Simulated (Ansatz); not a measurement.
An input meant for Ga2Cl3 (charge 0, doublet; atoms displaced at random, 0.03 Å in each coordinate).

```yaml
crystal:
  periodic: [false, false, false]
  atoms:
    - {symbol: Ga, position_ang: [0.499634, 1.685061, -0.010150]}
    - {symbol: Ga, position_ang: [-0.089471, -0.734582, 0.267449]}
    - {symbol: Cl, position_ang: [-0.128931, 2.675164, -1.832906]}
    - {symbol: Cl, position_ang: [-1.696561, -1.398116, 1.554223]}
    - {symbol: Cl, position_ang: [1.420503, -2.260296, -0.050078]}
basis:
  gaussian: {orbitals: def2-mTZVP, final_grid: {core_spheres: 1, valence_spheres: 1, degree: 5}}
magnetization: {spin_polarized: true, initial_magnetization: 1}
hamiltonian: {xc: {name: r2SCAN}}
output: {forces: true}
```

```sh
$ ansatz run in.yaml --threads 4 --pin off --events-out ev --progress --plain --max-ram 8704MiB
```

Shortened log:

```
Functional definition: r2SCAN
1437 factors; their error is unknown
mean field evaluation 1: about -142323.8794 eV, gradient 2.8e1 eV
mean field evaluation 2: about -142316.1357 eV, gradient 5.2e1 eV
mean field evaluation 4: about -142326.3085 eV, gradient 1.9e0 eV
mean field evaluation 8: about -142366.4534 eV, gradient 1.0e2 eV
mean field evaluation 16: about -142388.9726 eV, gradient 5.2e-2 eV
mean field -142388.97263433 eV, -5232.6982295995 hartree, gradient 7.7e-5 eV, S^2 0.760607; 0 other end points of the search recorded, 0 dependent functions left out
reference -142388.97263496 eV, -5232.6982296226 hartree; 57, 56 occupied and 81, 82 virtual orbitals, 1437 factors
Total energy: -142388.97263496 eV, -5232.6982296226 hartree
Atom 0 at     0.499634     1.685061    -0.010150 Å, force    -0.441903    -1.324981    -0.741805 eV/Å
Atom 1 at    -0.089471    -0.734582     0.267449 Å, force    -1.243127    -4.307210     3.611825 eV/Å
Atom 2 at    -0.128931     2.675164    -1.832906 Å, force     0.475973     1.398075    -0.444062 eV/Å
Atom 3 at    -1.696561    -1.398116     1.554223 Å, force    -5.912003     3.832411     2.137579 eV/Å
Atom 4 at     1.420503    -2.260296    -0.050078 Å, force     7.121060     0.401705    -4.563537 eV/Å
Dipole moment:     0.179558     0.482801     0.122716 e Å
```

**Question.** What is wrong with this run?

**Answer.** The integration grid is far too coarse. The calculation finished and met its thresholds. The result belongs to that input, not to the species as meant.
